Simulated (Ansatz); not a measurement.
Start from `CB([SiH3])[SiH3]` and change one atom or group to get `CCB(C)[SiH3]`.

Ansatz, PBE0-D4/def2-TZVP geometries, multiplicity 1. Each molecule was computed in one conformer, which needn't be the lowest.

```json
{"property": "LUMO energy (ωB97M-V/def2-TZVPP) / eV", "`CB([SiH3])[SiH3]`": "-0.30"}
{"property": "HOMO energy (PBE0/def2-TZVPP) / eV", "`CB([SiH3])[SiH3]`": "-7.45"}
{"property": "HOMO–LUMO gap (ωB97M-V/def2-TZVPP) / eV", "`CB([SiH3])[SiH3]`": "9.23"}
{"property": "LUMO energy (PBE/def2-TZVPP) / eV", "`CB([SiH3])[SiH3]`": "-3.21"}
{"property": "size of the dipole moment (PBE/def2-TZVPP) / D", "`CB([SiH3])[SiH3]`": "1.35"}
{"property": "size of the dipole moment (B3LYP/def2-TZVPP) / D", "`CB([SiH3])[SiH3]`": "1.32"}
```

Give the same properties after the change, and the shifts. (An estimate is asked.)

Computed: 
```
                                        property  `CCB(C)[SiH3]`  shift
           LUMO energy (ωB97M-V/def2-TZVPP) / eV            0.59   0.89
              HOMO energy (PBE0/def2-TZVPP) / eV           -7.51  -0.06
         HOMO–LUMO gap (ωB97M-V/def2-TZVPP) / eV           10.26   1.03
               LUMO energy (PBE/def2-TZVPP) / eV           -2.31   0.90
  size of the dipole moment (PBE/def2-TZVPP) / D            1.46   0.11
size of the dipole moment (B3LYP/def2-TZVPP) / D            1.41   0.09
```

With PBE0 the HOMO falls by 0.06 eV and the LUMO rises by 0.93 eV, so the gap widens by about 0.99 eV. PBE moves the HOMO by 0.00 eV and ωB97M-V by -0.13 eV. Dipoles are sizes alone; their direction can turn.

B3LYP here is the variant with VWN-RPA as its local correlation; programs differ in this.
